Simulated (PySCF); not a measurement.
Numbering as in the mapped SMILES `[O:1]=[S@@:2]1[O:3][CH2:4][C@@H:5]([CH:6]2[CH2:7][CH2:8]2)[O:9]1` (H(Xn): hydrogen on atom n). Ha(C7), Ha(C8) are cis to C5 on the ring; Ha(C4) is cis to C6 on the ring; Hb(C7), Hb(C8) are trans to C5 on the ring; Hb(C4) is trans to C6 on the ring.

Geometry: GFN2-xTB; GIAO shifts from PySCF 2.14, gas phase, non-relativistic, averaged over equivalent atoms.

At PW91/pcSseg-0 (101 basis functions, of the order of 50 core-seconds):
| atoms | δ (ppm) |
| --- | --- |
| O1 | 367.5 |
| O9 | 234.3 |
| O3 | 182.3 |
| C5 | 96.0 |
| C4 | 74.9 |
| C6 | 21.6 |
| C8 | 9.5 |
| C7 | 7.4 |
| Ha(C4) | 4.80 |
| Hb(C4) | 4.67 |
| H(C5) | 4.13 |
| H(C6) | 1.15 |
| Hb(C8) | 1.04 |
| Ha(C8) | 0.97 |
| Hb(C7) | 0.83 |
| Ha(C7) | 0.43 |

δ = σ(ref) − σ, references computed at the same level: 17O (σ = 336.16 ppm) vs H2O; TMS for 13C (σ = 190.18 ppm), 1H (σ = 33.12 ppm).

Question: What do these become at HSE06/def2-SVPD?

Answer: 
```tsv
atoms	δ at HSE06/def2-SVPD	change
O1	263.6	-103.9
O9	215.7	-18.6
O3	176.8	-5.5
C5	83.5	-12.5
C4	66.2	-8.7
C6	17.4	-4.2
C8	4.0	-5.5
C7	3.1	-4.3
Ha(C4)	4.31	-0.49
Hb(C4)	4.57	-0.10
H(C5)	3.78	-0.35
H(C6)	1.12	-0.03
Hb(C8)	0.71	-0.33
Ha(C8)	0.50	-0.47
Hb(C7)	0.52	-0.31
Ha(C7)	0.14	-0.29
```

Scale: H2O for 17O (σ = 338.03 ppm); 13C (σ = 193.63 ppm), 1H (σ = 31.88 ppm) vs TMS (reference shieldings calculated alike).

The largest change is at O1 (S=O oxygen). Cost: 260 basis functions, about 4 core-minutes. The order of the carbon signals is the same at both levels.

Unscaled 17O shifts of doubly bonded oxygen tend to come out too high, by tens of ppm or more. Experimental scales use liquid or dissolved standards, which lie at an offset from isolated H2O (liquid H2O: subtract about 36 ppm).
